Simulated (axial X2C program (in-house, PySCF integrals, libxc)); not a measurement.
**YSe⁻: from Re and ωe to a spectrum**

A bond curve at the CCSD(T) level, two-component, was computed with an in-house relativistic program for diatomic molecules (basis Y dyall-acv3z [12s13p10d6f3g], Se dyall-acv3z [9s10p7d5f1g] (cores contracted in-house)) for the state Ω = 0 (closed shell). Its fit gives Re = 2.5250 Å, ωe = 296.4 cm⁻¹, ωexe = 0.517 cm⁻¹ and αe = 1.562e-04 cm⁻¹; the masses are 88.9058 and 79.9165 u. Two-component means X2C with spin–orbit coupling and atomic mean-field Coulomb and Gaunt terms.

Correlated methods: 10 electrons correlated (number of frozen shells: Y 4 s, 3 p, 1 d; Se 3 s, 2 p, 1 d), 374 virtual spin orbitals or spinors in MP2, 90 natural virtuals in coupled cluster.

Problem. Find the reduced mass, Be and the force constant.

Solution. From the CCSD(T) values: μ = 42.0859 u. Be = 16.8576/(μ Re²) = 0.06283 cm⁻¹. k = 5.8918×10⁻⁷ μ ωe² = 2.18 mdyn/Å.

Problem. Where do the fundamental and the first overtone lie?

Solution. ν(1←0) = ωe − 2ωexe = 295.4 cm⁻¹; ν(2←0) = 2ωe − 6ωexe = 589.7 cm⁻¹.

Problem. A Morse curve ties αe to the other constants (Pekeris). How well does that hold?

Solution. αe(Morse) = 6Be²/ωe × (√(ωexe/Be) − 1) = 1.493e-04 cm⁻¹; the CCSD(T) curve gives 1.562e-04 cm⁻¹, a ratio of 0.96.

Problem. Estimate the centrifugal constant by the Kratzer relation.

Solution. D = 4Be³/ωe² = 1.13e-08 cm⁻¹.

Problem. Give B0, the J = 1←0 line in GHz and the most populated J at 300 K (kT = 208.5 cm⁻¹).

Solution. B0 = Be − αe/2 = 0.06275 cm⁻¹; 2B0 = 3.762 GHz; J(max) ≈ √(kT/2B0) − 1/2 = 40.3, so J = 40.

One determinant describes the state; a PBE0 search over occupations chose it and may have missed a lower one. CCSD and (T) use frozen natural virtuals with an MP2 correction for the truncation; (T) itself is uncorrected, so its De runs slightly low. The outer-core s and p shells of the metal are frozen in the correlated rows, which leaves out core–valence correlation; for alkali and alkaline-earth bonds that tends to lengthen them. With the outer-core shells frozen, correlated bond lengths of heavy atoms tend to come out a few hundredths of an ångström too long.
